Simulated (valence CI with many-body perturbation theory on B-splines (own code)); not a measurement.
Questions on In XXVI

Method: valence CI with perturbative core correlation (CI+MBPT): six valence electrons over a frozen Dirac-Fock core [Ar], a basis of 7 s, 7 p, 8 d, 6 f, 4 g, 1 h functions for each j, with the one-electron correlation potential Σ1 (screened to all orders), the two-electron term Σ2, the three-electron term Σ3, Breit, model QED; selected single and double excitations, second order for the rest, scaled by the run's own slope (own B-spline code, finite nucleus).

No measured spectrum was set against this ion. As an estimate, terms of the open shell hold to 2 to 4 % of their energy, and close levels can change places. Core correlation moves these levels by up to 11000 cm⁻¹, and in measured spectra 5 to 20 % of such shifts remained as error; rates that hang on mixing are uncertain with them. Among the levels kept, up to 920 cm⁻¹ of a level comes from second order outside the variational space, and about a tenth of that is noise between levels of different J, which matters for small intervals. Only levels of the ground parity were solved; by the run's estimate the other parity begins above the list, which can be wrong where configurations are misplaced.

Levels are named by their leading jj configuration (3d3/2^4 stands for four electrons in 3d with j = 3/2), which in mixed levels can hold well under half, so a name can repeat and another be missing.

Rates and lifetimes use the calculated energies. Strong lines usually hold to 10 to 20 %, long lifetimes can be off by a factor of two.

(1) What is the ground level?

(2) Name the longest-lived excited levels whose lifetime is computed, and their main decay.

(3) How well does LS coupling describe the low levels?

(4) What is the ionisation energy?

Results:

(1) (3d3/2^4 3d5/2^2) J=4, composition 76 % 3d6 5D + 20 % 3d6 3F + 2 % 3d6 1G, g = 1.424.

(2) (3d3/2^3 3d5/2^3) J=6 at 108590 cm⁻¹ lives 1840 s, mostly by E2 to (3d3/2^4 3d5/2^2) J=4; (3d3/2^4 3d5/2^2) J=2 at 31675 cm⁻¹ lives 409 s, mostly by E2 to (3d3/2^4 3d5/2^2) J=4; (3d3/2^2 3d5/2^4) J=0 at 59807 cm⁻¹ lives 229 s, mostly by E2 to (3d3/2^4 3d5/2^2) J=2.

(3) Among the lowest 20 levels the leading LS term, summed over configurations, holds 62 % on average. For single configurations the figures are 61 % in LS and 71 % in jj coupling. Terms mix most in the J = 4 level at 85077 cm⁻¹, where the leading one holds 25 %.

(4) 1327.9 eV; NIST lists 1328 ± 4 eV (theoretical).
